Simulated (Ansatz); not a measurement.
Isolated molecules relaxed with PBE0-D4/def2-TZVP in Ansatz; ΔE leaves out vibrations. CBS: MP2 limit from def2 TZ/QZ plus the TZ coupled-cluster correction, frozen cores. DFT in def2-TZVPP. B3LYP here is the variant with VWN-RPA as its local correlation; programs differ in this. Elements past krypton have def2 core potentials. For Ge, Sn outer-core shells are correlated without core-valence functions, which leaves a few kJ/mol of doubt a bond. Scalar relativity is left out up to krypton. Each species was taken in one conformer, which may not be the lowest.

`[OH][GeH2][SnH3]` + `C[SiH2]N` → `C[SiH2][NH][SnH3]` + `[OH][GeH3]`  (cleavage of the Sn–Ge bond)

```
            species  B3LYP energy (Eh)
 `[OH][GeH2][SnH3]`        -2370.30157
         `C[SiH2]N`         -386.67757
`C[SiH2][NH][SnH3]`         -602.23316
       `[OH][GeH3]`        -2154.72772
```

(1) Work out ΔE.

Largest T1 diagnostic among the species: 0.013.

Results:

(1) ΔE = (-602.23316) + (-2154.72772) − (-2370.30157) − (-386.67757) = 0.01826 Eh = +47.9 kJ/mol. CCSD(T)/CBS gives +33.5 kJ/mol.

The D4 term adds −7.3 kJ/mol with B3LYP and −3.9 kJ/mol with PBE0; it sums over pairs of atoms, weighted by their polarisabilities, and B3LYP, whose exchange is more repulsive, gets the larger term. From PBE to PBE0 (25 % exact exchange), in def2-TZVPP and without D4, ΔE moves by −3.5 kJ/mol.
